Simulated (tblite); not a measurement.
Species: C₄H₁₃BNP.
SMILES with atom numbers: `[CH2:1]=[C:2]([CH2:3][CH3:4])[B@@H-:5]([NH3+:6])[PH2:7]` (hydrogens: H8, H9 on C1; H10, H11 on C3; H12, H13, H14 on C4; H15 on B5; H16, H17, H18 on N6; H19, H20 on P7)
Bond orders are those of one Lewis drawing.

Computed with GFN2-xTB (tblite), gas phase: L-BFGS steps from a force-field or distance-geometry start until the largest atomic force falls under 0.01 eV/Å.

Geometry at step 8:
```
atom  x, y, z in Å
C1     -0.1523    0.0788   -1.7732
C2      0.1826   -0.2989   -0.5440
C3      1.5506   -0.8659   -0.2495
C4      2.3436    0.0676    0.6898
B5     -0.8330   -0.1054    0.6873
N6     -1.3105    1.4561    0.6182
P7     -2.5568   -1.1131    0.5502
H8      0.4698   -0.0374   -2.6484
H9     -1.1353    0.4883   -1.9638
H10     2.1216   -1.0320   -1.1693
H11     1.4106   -1.8360    0.2351
H12     1.6762    0.7965    1.1473
H13     2.8179   -0.4877    1.4973
H14     3.1163    0.6098    0.1458
H15    -0.3466   -0.2660    1.7598
H16    -1.9315    1.6246    1.4023
H17    -0.5242    2.1007    0.6469
H18    -1.8078    1.5863   -0.2602
H19    -2.0902   -2.2156   -0.1387
H20    -3.0061   -0.5401   -0.6359
```

**Question.** Give the atomic forces at this geometry.

**Answer.** 
```json
{"atom": "C1", "Fx (eV/Å)": "-0.031", "Fy (eV/Å)": "-0.060", "Fz (eV/Å)": "0.018"}
{"atom": "C2", "Fx (eV/Å)": "0.024", "Fy (eV/Å)": "-0.001", "Fz (eV/Å)": "-0.051"}
{"atom": "C3", "Fx (eV/Å)": "0.001", "Fy (eV/Å)": "0.033", "Fz (eV/Å)": "0.049"}
{"atom": "C4", "Fx (eV/Å)": "-0.020", "Fy (eV/Å)": "-0.034", "Fz (eV/Å)": "-0.036"}
{"atom": "B5", "Fx (eV/Å)": "0.140", "Fy (eV/Å)": "-0.024", "Fz (eV/Å)": "-0.049"}
{"atom": "N6", "Fx (eV/Å)": "-0.073", "Fy (eV/Å)": "0.106", "Fz (eV/Å)": "0.048"}
{"atom": "P7", "Fx (eV/Å)": "0.019", "Fy (eV/Å)": "-0.002", "Fz (eV/Å)": "0.016"}
{"atom": "H8", "Fx (eV/Å)": "0.090", "Fy (eV/Å)": "0.029", "Fz (eV/Å)": "0.086"}
{"atom": "H9", "Fx (eV/Å)": "-0.010", "Fy (eV/Å)": "-0.015", "Fz (eV/Å)": "-0.165"}
{"atom": "H10", "Fx (eV/Å)": "-0.112", "Fy (eV/Å)": "0.021", "Fz (eV/Å)": "0.056"}
{"atom": "H11", "Fx (eV/Å)": "0.011", "Fy (eV/Å)": "0.052", "Fz (eV/Å)": "0.007"}
{"atom": "H12", "Fx (eV/Å)": "0.080", "Fy (eV/Å)": "-0.042", "Fz (eV/Å)": "-0.008"}
{"atom": "H13", "Fx (eV/Å)": "0.025", "Fy (eV/Å)": "-0.001", "Fz (eV/Å)": "-0.115"}
{"atom": "H14", "Fx (eV/Å)": "-0.076", "Fy (eV/Å)": "-0.036", "Fz (eV/Å)": "0.012"}
{"atom": "H15", "Fx (eV/Å)": "-0.072", "Fy (eV/Å)": "-0.053", "Fz (eV/Å)": "0.017"}
{"atom": "H16", "Fx (eV/Å)": "-0.109", "Fy (eV/Å)": "0.085", "Fz (eV/Å)": "0.026"}
{"atom": "H17", "Fx (eV/Å)": "0.035", "Fy (eV/Å)": "-0.070", "Fz (eV/Å)": "0.039"}
{"atom": "H18", "Fx (eV/Å)": "-0.026", "Fy (eV/Å)": "-0.018", "Fz (eV/Å)": "0.026"}
{"atom": "H19", "Fx (eV/Å)": "0.065", "Fy (eV/Å)": "-0.014", "Fz (eV/Å)": "0.066"}
{"atom": "H20", "Fx (eV/Å)": "0.038", "Fy (eV/Å)": "0.044", "Fz (eV/Å)": "-0.042"}
```

The largest, 0.17 eV/Å, acts on H9; the rms over all components is 0.058 eV/Å. The forces sum to zero within rounding, as they must for an isolated molecule in no field.

**Question.** Give the force on H9 in Eh/bohr and in nN.

**Answer.** 0.166 eV/Å ÷ 51.422 = 0.00323 Eh/bohr, and 0.166 eV/Å × 1.602 = 0.27 nN.

**Question.** How far is this geometry from the end of the optimisation?

**Answer.** 0.216 eV above it, and 0.707 Å rms away after alignment. The bonds farthest from their final lengths, with half the difference of the two atoms' forces along the bond (positive lengthens):

```json
{"bond": "C3–C4", "now (Å)": "1.544", "final (Å)": "1.528", "force along bond (eV/Å)": "-0.05"}
{"bond": "C2–B5", "now (Å)": "1.608", "final (Å)": "1.595", "force along bond (eV/Å)": "-0.04"}
{"bond": "B5–P7", "now (Å)": "2.001", "final (Å)": "1.995", "force along bond (eV/Å)": "+0.04"}
{"bond": "P7–H20", "now (Å)": "1.392", "final (Å)": "1.388", "force along bond (eV/Å)": "+0.03"}
{"bond": "B5–N6", "now (Å)": "1.634", "final (Å)": "1.637", "force along bond (eV/Å)": "+0.09"}
{"bond": "C4–H12", "now (Å)": "1.089", "final (Å)": "1.087", "force along bond (eV/Å)": "-0.03"}
```

The angle farthest from its final value is C1–C2–B5, 121.0° against 125.6°.

Of the 2 listed bonds off by 0.010 Å or more, this force points towards the final length in 2.

The cost below is that of the whole relaxation. On one thread, Arm Neoverse N1 (aarch64), shared host with 64 logical CPUs at a one-minute load of 58, this took 2.1 s.
